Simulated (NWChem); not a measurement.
System: HfH2I2; SMILES [I][HfH2][I]

```xyz
5

Hf     0.0000     0.0000    -0.8026
I      2.3076     0.0000     0.5810
I     -2.3076     0.0000     0.5810
H      0.0000     1.4643    -1.8977
H      0.0000    -1.4643    -1.8977
```
Atoms are numbered in this order, from 1.

All runs: NWChem. Medium grid unless said otherwise, to which SCAN and Minnesota functionals are sensitive. Structure relaxed at the PBE0/def2-SVP level. def2 effective core potentials on I, Hf; no spin-orbit coupling.

Task: Order these by “highest occupied level (eV)”, lowest first: BP86/def2-SVP; B3LYP/def2-SVP; M05-2X/def2-SVP; MN15/def2-SVP.

Result: M05-2X/def2-SVP (-9.61), MN15/def2-SVP (-8.71), B3LYP/def2-SVP (-7.94), BP86/def2-SVP (-7.24)
